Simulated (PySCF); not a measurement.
Consider allylbenzene, `C=CCc1ccccc1` (C9H10). Numbering: `[CH2:1]=[CH:2][CH2:3][c:4]1[cH:5][cH:6][cH:7][cH:8][cH:9]1` These are map numbers, not IUPAC locants.

Energies: ωB97X-D3(BJ)/ma-def2-SVP (PySCF, density fitting, integration grid level 2) on PBE0-D3(BJ)/def2-SVP structures. ωB97X-D3(BJ) is ωB97X-V with D3(BJ) in place of VV10. Zero-point and thermal terms (298.15 K, 1 bar) come from unscaled PBE0-D3(BJ)/def2-SVP harmonic frequencies, with soft modes damped to free rotors in the entropy.

(1) What are the vertical and the adiabatic ionisation energy for forming the radical cation?

(2) Where does the unpaired spin of the relaxed radical cation sit?

(3) What oxidation potential follows in acetonitrile (IEF-PCM), on the absolute scale?

(4) How far is −ε(HOMO) from the vertical value by ΔSCF?

Answers

(1) 8.97 eV vertical and 8.77 eV adiabatic, the latter with zero-point energy.

(2) C7 (aromatic carbon) 0.41, C4 (aromatic carbon) 0.34, C5 (aromatic carbon) 0.15 (intrinsic atomic orbital populations).

(3) In the gas phase ΔG of oxidation is 8.744 eV, and solvation is -14.0 kJ/mol for the parent and -212.4 kJ/mol for the product, so the absolute potential is 6.69 V. The solvent is electrostatics only, on gas-phase structures; the absolute scale refers to an electron at rest in vacuum.

(4) −ε(HOMO) = 9.24 eV, which is 0.28 eV above the ΔSCF value.

Known limits: ma-def2-SVP is a small basis, whose errors can reach tens of kJ/mol.

Differences come from unrounded values, so a last digit can differ from that of the printed terms.
